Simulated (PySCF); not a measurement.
Identify the unknown among the candidates.

All candidates are CH11ClSi4.

| technique | computed result |
| --- | --- |
| 13C NMR | chemical shifts (computed TMS as zero) by class: 34.6 (1 C) ppm [GIAO PBE0/pcSseg-1] |
| 1H NMR | chemical shifts (computed TMS as zero) by class: 3.62 (9 H), 3.15 (2 H) ppm [GIAO PBE0/pcSseg-1] |
| UV, strongest line | among the 8 lowest singlet transitions: S2 at 6.44 eV (193 nm, f = 0.072) [TDDFT CAM-B3LYP/def2-SVPD] |
| UV, first state | lowest singlet excitation: 6.29 eV (197 nm, f = 0.039) [TDDFT CAM-B3LYP/def2-SVPD] |
| Triplet | lowest triplet excitation (Tamm–Dancoff): 5.63 eV [TDA CAM-B3LYP/def2-SVPD] |
| Polarisability | 144.7 au [CAM-B3LYP/def2-SVPD] |
| Rotational structure | rotational constants A, B, C: 1.113, 0.791, 0.719 GHz [GFN2-xTB] |
| NMR, other nuclei | isotropic shieldings of nuclei other than C and H, by class: 426 (1 Si), 461 (3 Si), 873 (1 Cl) ppm [GIAO PBE0/pcSseg-1] |

Gas-phase values; electronic properties from PySCF, density fitting. Levels stand in brackets. Geometry: GFN2-xTB; no solvent, vibrations or thermal averaging. Each NMR value is the plain mean over a class of atoms that symmetry, rotation or inversion makes alike.

Question: Which candidate is it?
A. `[SiH3][Si]([SiH3])([SiH3])CCl`
B. `[SiH3]C[Si@H](Cl)[SiH2][SiH3]`
C. `C[Si@@H]([SiH3])[SiH2][SiH2]Cl`
D. `[SiH3][SiH2]C[SiH2][SiH2]Cl`

Answer: A. It is `[SiH3][Si]([SiH3])([SiH3])CCl`. Numbering: `[SiH3:1][Si:2]([SiH3:3])([SiH3:4])[CH2:5][Cl:6]`. Its formula, CH11ClSi4, gives 0 degrees of unsaturation, so no ring and no π bond. The one carbon: sp3 C–Cl carbon [C5] (34.6 ppm). Hydrogen classes from least to most shielded: 9 H on 3 SiH3 silicons, Si1/Si3/Si4 (3.62 ppm, a mean of values up to 0.5 ppm apart in this geometry), 2 H on an sp3 C–Cl carbon, C5 (3.15 ppm). The other shieldings belong to: 426 ppm, four-coordinate silicon [Si2]; 461 ppm, SiH3 silicon [Si1/Si3/Si4]; 873 ppm, alkyl chlorine [Cl6]. The optimised geometry has point group Cs and is an asymmetric top.

The others, at the same levels:
- `C[Si@@H]([SiH3])[SiH2][SiH2]Cl` fails: its computed 13C shifts are -6.0 (1 C) ppm, 1H shifts are 5.51 (1 H), 5.42 (1 H), 4.30 (1 H), 3.64 (1 H), 3.58 (3 H), 3.36 (1 H), 0.48 (3 H) ppm and strongest line among the 8 lowest singlet transitions is S7 at 7.30 eV (170 nm, f = 0.098) (against S2 at 6.44 eV).
- `[SiH3][SiH2]C[SiH2][SiH2]Cl` fails: its computed 13C shifts are -15.3 (1 C) ppm, 1H shifts are 5.34 (2 H), 4.19 (2 H), 4.17 (2 H), 3.52 (3 H), 0.07 (2 H) ppm and strongest line among the 8 lowest singlet transitions is S4 at 7.16 eV (173 nm, f = 0.055) (against S2 at 6.44 eV).
- `[SiH3]C[Si@H](Cl)[SiH2][SiH3]` fails: its computed 13C shifts are -1.5 (1 C) ppm, 1H shifts are 5.68 (1 H), 4.08 (3 H), 3.60 (3 H), 3.53 (1 H), 3.26 (1 H), 0.17 (1 H), -0.21 (1 H) ppm and strongest line among the 8 lowest singlet transitions is S6 at 7.61 eV (163 nm, f = 0.257) (against S2 at 6.44 eV).

Each candidate is one conformer, not necessarily the lowest. The conformers computed, where there is a choice (atom-mapped SMILES and torsion angles):
- `[SiH3:1][Si:2]([SiH3:3])([SiH3:4])[CH2:5][Cl:6]`: Si1–Si2–C5–Cl6 180°
- `[CH3:1][Si@@H:2]([SiH3:3])[SiH2:4][SiH2:5][Cl:6]`: C1–Si2–Si4–Si5 -68°, Si2–Si4–Si5–Cl6 21°
- `[SiH3:1][SiH2:2][CH2:3][SiH2:4][SiH2:5][Cl:6]`: Si1–Si2–C3–Si4 -91°, Si2–C3–Si4–Si5 61°, C3–Si4–Si5–Cl6 -81°
- `[SiH3:1][CH2:2][Si@H:3]([Cl:4])[SiH2:5][SiH3:6]`: Si1–C2–Si3–Cl4 -64°, C2–Si3–Si5–Si6 69°
